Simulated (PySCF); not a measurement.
FH5SSi2.
Z-matrix (Å and degrees, PBE0-D3(BJ)/def2-SVP geometry), rows numbered from 1:
```
F 
Si  1  1.6240
S   2  2.1269  1  110.67
Si  3  2.1596  2   99.39  1    62.10
H   2  1.4867  1  106.33  3   121.16
H   2  1.4845  1  109.09  3  -116.74
H   4  1.4930  3  109.77  2    45.89
H   4  1.4901  3  111.23  2   -75.31
H   4  1.4889  3  105.78  2   165.19
```

The closed-shell ground state was solved at several levels (PySCF, density fitting, gas phase, non-relativistic).

```tsv
level	basis functions	total energy (Eh)	HOMO (eV)	LUMO (eV)	gap (eV)	dipole (D)
CAM-B3LYP/def2-SVPD	138	-1079.7481	-9.16	0.54	9.70	1.25
B3LYP/pcSseg-2	235	-1080.2997	-7.66	-0.55	7.11	1.23
```

Q: Estimate the row for PBE0/pcSseg-1, a basis of 114 functions; the other rows only guide the guess.

A: Total energy -1079.5961 Eh, HOMO -7.93 eV, LUMO -0.20 eV, gap 7.73 eV, dipole 1.34 D.

Q: Over all these levels, which gives the widest orbital gap and which the narrowest?

A: CAM-B3LYP/def2-SVPD (range-separated hybrid) has the widest, 9.70 eV, and B3LYP/pcSseg-2 (global hybrid, 20 % exact exchange) the narrowest, 7.11 eV. Functional and basis both differ between the two, so the spread mixes both effects.

Q: How far do the dipole and the HOMO energy spread over the levels?

A: The dipole runs from 1.23 to 1.34 D (mean 1.28 D) and the HOMO from -9.16 to -7.66 eV.

One conformer stands for the species.
